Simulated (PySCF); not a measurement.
Sn(H)(F)2(OMe) (CH4F2OSn), SMILES [F][SnH]([F])[O]C. Atoms are numbered in the order given.

```xyz
9

Sn     0.3956     0.2789     0.0000
F      0.7896    -0.8653    -1.5113
F      0.7896    -0.8653     1.5113
O     -1.5393     0.6151     0.0000
C     -2.4667    -0.4601     0.0000
H      1.3318     1.6942     0.0000
H     -2.3663    -1.0990     0.8961
H     -3.4795    -0.0259     0.0000
H     -2.3663    -1.0990    -0.8961
```
Charge 0, spin multiplicity 1.

Coordinates come from a B3LYP-D3(BJ)/def2-SVP optimisation. The structure was generated by enumeration; whether it is a known compound was not checked. The def2 effective core potentials stand for the cores of Sn; spin–orbit coupling is left out. The values are those of a single conformer.

These are PySCF with TDA-PBE/def2-SVPD values and carry that method's errors.

Vertical excitations. Isolated molecule, no solvent. State labels are in the subgroup Cs.

Question: Give excitation energies, oscillator strengths and character. (An estimate is asked for; the answer gives what the named calculation found.)

Answer: 
```json
[
 {"state": "S1", "symmetry": "A\"", "energy (eV)": "4.14", "λ (nm)": "299", "f": "0.004", "main pairs": "HOMO→LUMO 99 %"},
 {"state": "S2", "symmetry": "A'", "energy (eV)": "5.10", "λ (nm)": "243", "f": "0.054", "main pairs": "HOMO−1→LUMO 85 %"},
 {"state": "S3", "symmetry": "A\"", "energy (eV)": "6.02", "λ (nm)": "206", "f": "0.003", "main pairs": "HOMO→LUMO+2 99 %"},
 {"state": "S4", "symmetry": "A'", "energy (eV)": "6.14", "λ (nm)": "202", "f": "0.069", "main pairs": "HOMO→LUMO+1 81 %"},
 {"state": "S5", "symmetry": "A\"", "energy (eV)": "6.31", "λ (nm)": "196", "f": "0.010", "main pairs": "HOMO−3→LUMO 76 %, HOMO−4→LUMO 21 %"},
 {"state": "S6", "symmetry": "A\"", "energy (eV)": "6.36", "λ (nm)": "195", "f": "0.005", "main pairs": "HOMO−4→LUMO 68 %, HOMO−1→LUMO+1 17 %, HOMO−3→LUMO 14 %"},
 {"state": "S7", "symmetry": "A\"", "energy (eV)": "6.45", "λ (nm)": "192", "f": "0.002", "main pairs": "HOMO−1→LUMO+1 81 %"},
 {"state": "S8", "symmetry": "A'", "energy (eV)": "6.47", "λ (nm)": "192", "f": "0.061", "main pairs": "HOMO−2→LUMO 84 %"},
 {"state": "S9", "symmetry": "A'", "energy (eV)": "6.59", "λ (nm)": "188", "f": "0.008", "main pairs": "HOMO−5→LUMO 86 %"},
 {"state": "S10", "symmetry": "A'", "energy (eV)": "6.69", "λ (nm)": "185", "f": "0.061", "main pairs": "HOMO−1→LUMO+2 81 %"},
 {"state": "T1", "symmetry": "A\"", "energy (eV)": "3.84", "λ (nm)": "323", "f": "0", "main pairs": "HOMO→LUMO 100 %"},
 {"state": "T2", "symmetry": "A'", "energy (eV)": "4.37", "λ (nm)": "284", "f": "0", "main pairs": "HOMO−1→LUMO 99 %"},
 {"state": "T3", "symmetry": "A'", "energy (eV)": "5.58", "λ (nm)": "222", "f": "0", "main pairs": "HOMO→LUMO+1 97 %"},
 {"state": "T4", "symmetry": "A'", "energy (eV)": "5.73", "λ (nm)": "216", "f": "0", "main pairs": "HOMO−2→LUMO 94 %"}
]
```
Triplets are in the Tamm–Dancoff approximation.
